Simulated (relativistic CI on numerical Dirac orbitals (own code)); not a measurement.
# One change at a time: Sb¹⁶⁺

Base calculation: Dirac-Coulomb-Breit CI, KLI orbitals optimised for each configuration, model QED, unscaled Slater integrals.

Configurations in the expansion (outside the closed core [Ar] 3d10): 4s2.4p5, 4s.4p6, 4s2.4p4.4d, 4s.4p5.4d, 4s2.4p4.4f, 4s.4p5.4f, 4p6.4d, 4s.4p4.4d2, 4s2.4p3.4d.4f, 4s2.4p4.5s, 4p6.4f, 4p5.4d2, 4p4.4d3, 4p4.4d2.4f, 4p4.4d2.5s. Double excitations out of closed p, d and f shells are left out; levels of such configurations are missing from the list, as are those of other unlisted configurations, and high levels can miss mixing partners.

Variants: (1) P86 correlation estimate; (2) non-relativistic limit. Shifts of the energy above 4s2.4p5 2P°_3/2, in cm⁻¹, for the lowest level and the first level of each name with at least 55 % of one term (blank where a level changes its place among those of its configuration and J or its character, or is not in the variant):

| Level | Base | Δ(1) | Δ(2) |
| --- | --- | --- | --- |
| 4s2.4p5 2P°_3/2 | 0 | 0 | 0 |
| 4s2.4p5 2P°_1/2 | 88483 | +2 | -88483 |
| 4s.4p6 2S_1/2 | 431505 | +654 | -103163 |
| 4s2.4p4.4d 4D_5/2 | 550740 | +1050 | -35992 |
| 4s2.4p4.4d 4D_7/2 | 559485 | +1049 | -44738 |
| 4s2.4p4.4d 4F_9/2 | 581052 | +1049 | -32399 |
| 4s2.4p4.4d 4P_1/2 | 606139 | +1044 |  |
| 4s2.4p4.4d 4D_1/2 | 621583 | +1052 |  |
| 4s2.4p4.4d 2G_7/2 | 669486 | +1053 | -92255 |
| 4s2.4p4.4d 2F_5/2 | 677765 | +1057 | -104747 |
| 4s2.4p4.4d 2G_9/2 | 682984 | +1051 | -105753 |
| 4s2.4p4.4d 2S_1/2 | 763804 | +993 | -88413 |
| 4s.4p5.4d 4P°_1/2 | 1031619 | +1510 | -120474 |
| 4s.4p5.4d 4P°_3/2 | 1041222 | +1513 | -130076 |

At this charge energies of transitions that change n are usually good to better than 1 %, and those within a shell (Δn = 0) to a few per cent.

Ionisation energy from the two ground configurations alone: base 447.589 eV; P86 correlation estimate 449.293 eV. The NIST ASD value (theoretical) is 447 eV.

LS names give the leading component of a level, which can be under half, so a name can repeat, a term be missing and a line seem to break the LS rules.
